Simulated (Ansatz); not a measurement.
Members of the series B-XY, Y = chloro; each row names its spin state. Isolated molecules, 0 K electronic values unless said otherwise. One relaxed conformer stands for each flexible species; it need not be the lowest. Strings in code marks are SMILES.

Quantity: adiabatic spin-state energy, in kcal/mol. HF references are unrestricted for open shells and restricted for singlets. The restricted reference of `S[B-]Cl` is unstable towards unrestricted orbitals.

Case: `S[B-]Cl`: multiplicity 3 minus multiplicity 1. The other species in the difference include `S[B-]Cl` (H–S–B–Cl torsion 180°) (charge -1, multiplicity 1). Geometry of `[B-](S)Cl` (charge -1, multiplicity 3, Å):

```xyz
4

S     -0.9916    -0.1635     0.6338
B      0.6180     0.5815     0.2821
Cl     2.0990    -0.3238    -0.3714
H     -1.7254    -0.0942    -0.5444
```

**Question.** Predict the adiabatic spin-state energy from frozen-core CCSD(T) with HF/aug-cc-pVQZ and the correlation energy extrapolated as X^-3 from aug-cc-pVTZ and aug-cc-pVQZ // B3LYP-D3(BJ)/def2-TZVPD (Ansatz, a first-principles code).

**Answer.** 24.2 kcal/mol.
